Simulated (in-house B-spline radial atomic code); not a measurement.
# Fe²⁺: [He] 2s2 (2p1/2)2 (2p3/2)3 3s2 3p6 3d6 4s1 (with a hole in an inner shell)

Level of theory: Dirac-Hartree-Fock, average of the jj configuration, Fermi nucleus of rms radius 3.7377 fm; calculated with a radial B-spline atomic code at the basis-set limit.

Effective charges: Z_r = [3n² - l(l+1)]/(2<r>) from the radius, Z_e = n√(-2ε) from the energy, and Slater's rules. Values are occupation-weighted means over j.

```
shell  electrons   ε (eV)  <r> (bohr)    Z_r    Z_e  Slater
   1s          2  -7274.5     0.05836  25.70  23.12   25.70
   2s          2  -940.74      0.2623  22.87  16.63   22.20
   2p          5  -819.15      0.2324  21.52  15.52   22.20
   3s          2  -146.91      0.7865  17.17   9.86   15.60
   3p          6  -105.98      0.8221  15.21   8.37   15.60
   3d          6  -45.211       0.931  11.28   5.47    7.25
   4s          1  -25.907       2.456   9.77   5.52    5.10
```

The least bound orbital is 4s1/2 at -25.91 eV, and it is also the most diffuse (<r> = 2.456 bohr). The part-filled 2p shell lies below the filled 3p shell in orbital energy.

For the 1s electron the small component carries 0.876 % of the norm, the zero-frequency Breit interaction raises the level by 8.267 eV, self-energy by 4.127 eV, and vacuum polarisation lowers it by 0.3517 eV.
